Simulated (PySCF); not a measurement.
O3 (SMILES O=[O+][O-]), singlet, at a GFN2-xTB geometry; M062X/3-21G in PySCF.

Here is a job for PySCF.
```python
from pyscf import gto, scf, dft

mol = gto.M(
    atom='''
O    -0.069457    1.073263   -0.188815
O     0.003625   -0.005920    0.409754
O     0.065833   -1.067343   -0.220940
''',
    basis='3-21g',
    charge=0,
    spin=0,
    verbose=4,
)

mf = dft.RKS(mol)
mf.xc = 'm062x'
mf.diis_space = 4
mf.kernel()
mf.analyze()
```

What the program printed (banner, timings and long lists left out):

```
PySCF version 2.14.0

[INPUT] verbose = 4
[INPUT] num. atoms = 3
[INPUT] num. electrons = 24
[INPUT] charge = 0
[INPUT] spin (= nelec alpha-beta = 2S) = 0
[INPUT] symmetry False subgroup None
[INPUT] Mole.unit = angstrom
[INPUT] Symbol           X                Y                Z      unit          X                Y                Z       unit  Magmom
[...]
nuclear repulsion = 70.579467640805
number of shells = 15
number of NR pGTOs = 45
number of NR cGTOs = 27
basis = 3-21g
ecp = {}

******** <class 'pyscf.dft.rks.RKS'> ********
method = RKS
initial guess = minao
damping factor = 0
level_shift factor = 0
DIIS = <class 'pyscf.scf.diis.CDIIS'>
diis_start_cycle = 1
diis_space = 4
diis_damp = 0
SCF conv_tol = 1e-09
SCF conv_tol_grad = None
SCF max_cycles = 50
direct_scf = True
direct_scf_tol = 1e-13
XC library pyscf.dft.libxc version 7.1.2
    S. Lehtola, C. Steigemann, M. J. T. Oliveira, and M. A. L. Marques,  SoftwareX 7, 1–5 (2018)
XC functionals = m062x
    Y. Zhao and D. G. Truhlar,  Theor. Chem. Acc. 120, 215 (2008)
    Y. Zhao and D. G. Truhlar,  Theor. Chem. Acc. 120, 215 (2008)
radial grids:
    Treutler-Ahlrichs [JCP 102, 346 (1995); DOI:10.1063/1.469408] (M4) radial grids

becke partition: Becke, JCP 88, 2547 (1988); DOI:10.1063/1.454033
pruning grids: <function nwchem_prune>
grids dens level: 3
symmetrized grids: False
atomic radii adjust function: <function treutler_atomic_radii_adjust>
small_rho_cutoff = 0
Set gradient conv threshold to 3.16228e-05
Initial guess from minao.
tot grids = 42248
init E= -224.563369811689
[...]
cycle= 1 E= -223.850666303776  delta_E= 0.713  |g|= 0.882  |ddm|= 2.35
[...]
cycle= 2 E= -223.687319919622  delta_E= 0.163  |g|= 1.41  |ddm|= 1.42
[...]
cycle= 3 E= -223.998693263017  delta_E= -0.311  |g|= 0.0719  |ddm|= 0.697
[...]
cycle= 4 E= -223.999580029424  delta_E= -0.000887  |g|= 0.00982  |ddm|= 0.0516
[...]
cycle= 5 E= -223.999601351156  delta_E= -2.13e-05  |g|= 0.00245  |ddm|= 0.0107
[...]
cycle= 6 E= -223.999603795273  delta_E= -2.44e-06  |g|= 0.000664  |ddm|= 0.00485
[...]
cycle= 7 E= -223.999603842622  delta_E= -4.73e-08  |g|= 0.000993  |ddm|= 0.00181
[...]
cycle= 8 E= -223.99960401535  delta_E= -1.73e-07  |g|= 0.000338  |ddm|= 0.000785
[...]
cycle= 9 E= -223.999604032017  delta_E= -1.67e-08  |g|= 0.00011  |ddm|= 0.000226
[...]
cycle= 10 E= -223.999604035896  delta_E= -3.88e-09  |g|= 1.69e-05  |ddm|= 0.000183
[...]
cycle= 11 E= -223.999604035969  delta_E= -7.27e-11  |g|= 9.75e-06  |ddm|= 1.93e-05
[...]
Extra cycle  E= -223.999604035974  delta_E= -4.83e-12  |g|= 1.13e-05  |ddm|= 1.52e-05
converged SCF energy = -223.999604035974
**** SCF Summaries ****
Total Energy =                        -223.999604035973903
Nuclear Repulsion Energy =              70.579467640804978
One-electron Energy =                 -446.708649805318316
Two-electron Energy =                  152.129578128539407
Two-electron Coulomb Energy =          177.480057182579259
DFT Exchange-Correlation Energy =      -25.350479054039845
HOMO-LUMO gap [eV] =                     7.677050254978152
**** MO energy ****
[...]
 ** Mulliken pop on meta-lowdin orthogonal AOs  **
 ** Mulliken pop  **
[...]
 ** Mulliken atomic charges  **
charge of    0O =     -0.15940
charge of    1O =      0.31882
charge of    2O =     -0.15942
Dipole moment(X, Y, Z, Debye):  0.00404, -0.00654,  0.45590
```
